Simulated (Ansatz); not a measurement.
A single point on `B[CH2][GeH2][F]`.

```yaml
crystal:
  periodic: [false, false, false]
  atoms:
    - {symbol: B, position_ang: [-1.371263, 0.743491, -0.372544]}
    - {symbol: C, position_ang: [-0.507967, -0.523816, -0.373915]}
    - {symbol: Ge, position_ang: [1.208595, -0.109228, 0.486086]}
    - {symbol: F, position_ang: [2.095427, -1.609929, 0.424037]}
    - {symbol: H, position_ang: [-1.293792, 1.535821, -1.267495]}
    - {symbol: H, position_ang: [-2.084861, 0.995628, 0.555828]}
    - {symbol: H, position_ang: [-0.203746, -0.877720, -1.362563]}
    - {symbol: H, position_ang: [-0.891030, -1.348653, 0.232730]}
    - {symbol: H, position_ang: [1.078456, 0.236620, 1.975546]}
    - {symbol: H, position_ang: [2.053181, 0.906683, -0.294709]}
basis:
  gaussian: {orbitals: def2-QZVPP}
correlation: {method: mp2}
```

```sh
$ ansatz run in.yaml --threads 4 --pin off --events-out ev --progress --plain --max-ram 10444MiB
```

Shortened log:

```
Functional definition: HF
2688 factors; integrals over basis functions are off by at most 8.8e-4 eV
mean field evaluation 1: about -60976.9237 eV, gradient 4.0e1 eV
mean field evaluation 2: about -60977.0101 eV, gradient 4.0e1 eV
mean field evaluation 4: about -60980.5660 eV, gradient 4.1e0 eV
mean field evaluation 8: about -60980.6196 eV, gradient 3.3e-1 eV
mean field -60980.62009095 eV, -2240.9964541936 hartree, gradient 8.3e-7 eV, S^2 0.000000; 0 other end points of the search recorded, 0 dependent functions left out
12 core orbitals not correlated: weight in the atoms' cores, before any rotation towards them, 1.000 or more for the frozen orbitals, at most 0.000 for the correlated occupied ones
reference -60980.62009095 eV, -2240.9964541936 hartree; 17, 17 occupied and 411, 411 virtual orbitals, 2688 factors
second order -29.72039515 eV of doubles, -0.00000000 eV of singles
Total energy: -61010.34048610 eV, -2242.0886585701 hartree
```

Run time 15 s (4 threads of an Intel Xeon Platinum 8488C on a shared host); peak host memory 2.5 GiB.
